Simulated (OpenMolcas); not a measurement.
Mn2+, Tc2+, Re2+: d⁵ down the group

```json
{
  "Program": "OpenMolcas 26.06",
  "Method": "CASSCF",
  "Basis": "ANO-R3",
  "Scalar Hamiltonian": "X2C, finite nucleus",
  "Spin-orbit coupling": "RASSI with atomic mean-field integrals over the reference wave functions, term energies averaged over their components"
}
```

Active space for each ion: 5 electrons in 6 orbitals (d s).

Computed levels in cm-1 above ⁶S_5/2:

```json
{"Level": "⁴G_11/2", "Mn2+": "34355", "Tc2+": "25122", "Re2+": "22806"}
{"Level": "⁴G_9/2", "Mn2+": "34361", "Tc2+": "25162", "Re2+": "23184"}
{"Level": "⁴P_1/2", "Mn2+": "39609", "Tc2+": "28597", "Re2+": "22470"}
{"Level": "⁴D_7/2", "Mn2+": "42742", "Tc2+": "30279", "Re2+": "26064"}
{"Level": "⁴D_1/2", "Mn2+": "42792", "Tc2+": "30671", "Re2+": "27048"}
{"Level": "²I_11/2", "Mn2+": "48946", "Tc2+": "36143", "Re2+": "33159"}
{"Level": "²I_13/2", "Mn2+": "48983", "Tc2+": "36457", "Re2+": "35655"}
{"Level": "²D_3/2(1)", "Mn2+": "55605", "Tc2+": "39859", "Re2+": "33359"}
{"Level": "⁴F_5/2", "Mn2+": "57689", "Tc2+": "41853", "Re2+": "37346"}
{"Level": "weight of ⁶S in the lowest level (%)", "Mn2+": "100", "Tc2+": "99", "Re2+": "92"}
```

Mixed levels, with the weight of the term that names them: Re2+ ⁴P_1/2 (53 %), Re2+ ⁴D_1/2 (66 %), Re2+ ²D_3/2(1) (52 %), Re2+ ⁴F_5/2 (70 %).

Measured, with the error of the calculation in %. Measured levels: Mn2+ from Corliss and Sugar, J. Phys. Chem. Ref. Data 6, 1253 (1977); Re2+ from the list in Brasseur, Gamrath and Quinet, At. Data Nucl. Data Tables 157, 101636 (2024).

```csv
Level,Mn2+,Re2+
⁴G_11/2,26824 (+28.1),18020 (+26.6)
⁴G_9/2,26851 (+28.0),18346 (+26.4)
⁴D_7/2,32307 (+32.3),20453 (+27.4)
⁴D_1/2,32369 (+32.2),
²I_11/2,39174 (+24.9),26170 (+26.7)
²I_13/2,39176 (+25.0),28588 (+24.7)
²D_3/2(1),41570 (+33.8),
⁴F_5/2,43669 (+32.1),30302 (+23.2)
```

Without spin-orbit coupling ⁴G lies 34353, 25105, 22387 cm-1 above ⁶S in that order; the difference to the level ⁴G_11/2, of either sign, comes from spin-orbit coupling, which also lowers the zero.

Without dynamic correlation excited terms often stand tens of per cent too high (terms of higher spin than the ground term too low), and those without a measured partner can miss by more than the paired ones. Terms from blocks run as CI alone lack orbitals of their own. Some high roots are left out of the spin-orbit mixing, which shifts the levels that they would mix with (holds for Tc2+; Re2+). Configurations are named by rounded mean occupations; where the s occupation lies near a half they are strongly mixed, a name can repeat and a true partner stay unpaired (holds for Re2+). Measured partners are found by configuration, term and J. A level has none where our copy of the source lacks it or the pairing is in doubt (some pairs that miss far off the trend of their configuration count as doubtful), and it then counts in no deviation. Levels of configurations outside the active space are missing.

A number in round brackets counts repeated terms of one configuration in the order of the reference energies.
